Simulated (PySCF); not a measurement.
Computed shifts of a molecule C₆H₁₄, PBE/pcSseg-1 run with PySCF, GIAO, gas phase, atoms alike by connectivity averaged where their shifts nearly agree, in ppm (number of nuclei): ¹³C: 38.4 (2), 31.8 (1), 29.8 (1), 19.5 (1), 17.2 (1). ¹H: 1.92 (1), 1.80 (1), 1.76 (1), 1.60 (1), 1.58 (1), 1.53 (1), 1.44 (1), 1.30 (6), 1.11 (1). References: ¹³C against TMS (σ = 182.0 ppm); ¹H against TMS (σ = 31.49 ppm), references at their B3LYP-D3(BJ)/def2-TZVP geometries, non-relativistic. Geometry optimised at B3LYP-D3(BJ)/def2-SVP. The values are those of a single conformer.

### Question
Pick the molecule that these values belong to.
(A) CC(C)C(C)C
(B) CCCC(C)C
(C) CCCCCC
(D) CCC(C)(C)C

### Answer
C, CCCCCC
